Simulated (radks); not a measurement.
Problem. Coherent X-ray form factor from a spherical all-electron density. Calculated with a radial shooting solver on a logarithmic mesh with Libxc functionals: Dirac Kohn-Sham, exchange-only B88, spin-unpolarised, spherical densities, finite nucleus; Fermi nuclear charge, rms radius of each element as measured or else 0.836 A^(1/3) + 0.57 fm.

sin(theta)/lambda (1/angstrom),f0 (electrons)
0.05,39.431
0.1,37.871
0.15,35.668
0.2,33.197
0.25,30.741
0.3,28.463
0.4,24.663
0.5,21.802
0.6,19.577
0.8,16.009
1,12.956
1.25,9.904
1.5,7.847
2,5.822

The species is in the configuration that NIST lists as its ground one. Which atom or ion scatters so?

Solution. The molybdenum ion Mo2+, [Kr] 4d4. Extrapolating in s^2 from the first two rows gives f0(0) = 40.0, near the electron count 40; among species with that count, the fall with angle is slower the higher Z, and the table is that of Z = 42; from so few rows the species is fixed only to a neighbour or two.
